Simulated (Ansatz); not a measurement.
Redistribution: C3H7Br + C2H4F2 → C3H8 + C2H3BrF2

Species: C3H7Br (2-bromopropane) `CC(C)Br`, singlet; C2H4F2 (1,1-difluoroethane) `CC(F)F`, singlet; C3H8 `CCC`, singlet; C2H3BrF2 (2-bromo-1,1-difluoroethane) `FC(F)CBr`, singlet. The partners trade Br for H; both sit on C, so the bond types are kept.

Shapes, held fixed at every level: PBE0-D4/def2-TZVP. Flexible molecules stand in one conformer, not always the lowest. Programs: Ansatz 0.2.0. Electronic energies: no zero-point or thermal term.

```csv
level,kind,ΔE (kJ/mol),less CCSD(T)/def2-TZVPP
HF/def2-TZVPP,Hartree–Fock,+32.0,-2.2
PBE-D4/def2-TZVPP,GGA,+33.5,-0.7
r2SCAN-D4/def2-TZVPP,meta-GGA,+35.8,+1.6
B3LYP-D4/def2-TZVPP,global hybrid,+33.8,-0.4
wB97X-V/def2-TZVPP,range-separated hybrid,+32.7,-1.5
B2PLYP/def2-TZVPP,double hybrid,+34.4,+0.2
MP2/def2-TZVPP,perturbation theory,+37.3,+3.1
CCSD(T)/def2-TZVPP,coupled cluster or CI,+34.2,0.0
```

The highest level, CCSD(T)/def2-TZVPP, gives ΔE = +34.2 kJ/mol; the levels span +32.0 to +37.3. The column of differences is taken from that level and isn't an error. No measured value is set beside it here. Relativity is left out for Br. Outer-core shells of Br are correlated, in sets that cover them unevenly.
